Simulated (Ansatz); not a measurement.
CH₄FIn, singlet, at a GFN2-xTB geometry (such geometries of metal compounds can be far from the true shape) (core potentials on In); PBE0/def2-TZVPPD (Ansatz, a program for electronic structure).

Input for Ansatz:
Ansatz 0.2 input:
```yaml
crystal:
  periodic: [false, false, false]
  atoms:
    - {symbol: In, position_ang: [-0.15350119, -0.26329776, 0.05297559]}
    - {symbol: H, position_ang: [-0.67743416, -1.82103736, 0.56452933]}
    - {symbol: F, position_ang: [1.62891295, 0.01439645, 0.83612973]}
    - {symbol: C, position_ang: [-0.69839750, 1.52751485, -1.13006179]}
    - {symbol: H, position_ang: [-1.57088727, 2.01059071, -0.70049278]}
    - {symbol: H, position_ang: [-0.88237932, 1.25856071, -2.16574201]}
    - {symbol: H, position_ang: [0.18242722, 2.15881924, -1.03889533]}
basis:
  gaussian:
    orbitals: def2-TZVPPD.json
hamiltonian:
  xc: pbe0
```
The basis file holds def2-TZVPPD in the JSON format of the Basis Set Exchange.

It wrote (shortened):

```
Functional definition: PBE0
1120 factors; their error is unknown
mean field evaluation 1: about -8982.1766 eV, gradient 6.7e1 eV
mean field evaluation 2: about -8962.4742 eV, gradient 1.2e2 eV
mean field evaluation 4: about -8991.0449 eV, gradient 7.8e0 eV
mean field evaluation 8: about -8991.2184 eV, gradient 4.3e-1 eV
mean field evaluation 16: about -8991.2186 eV, gradient 3.7e-5 eV
mean field -8991.21859033 eV, -330.4211887279 hartree, gradient 3.7e-5 eV, S^2 0.000000; 0 other end points of the search recorded, 0 dependent functions left out
reference -8991.21863232 eV, -330.4211902710 hartree; 20, 20 occupied and 181, 181 virtual orbitals, 1120 factors
Total energy: -8991.21863232 eV, -330.4211902710 hartree
```
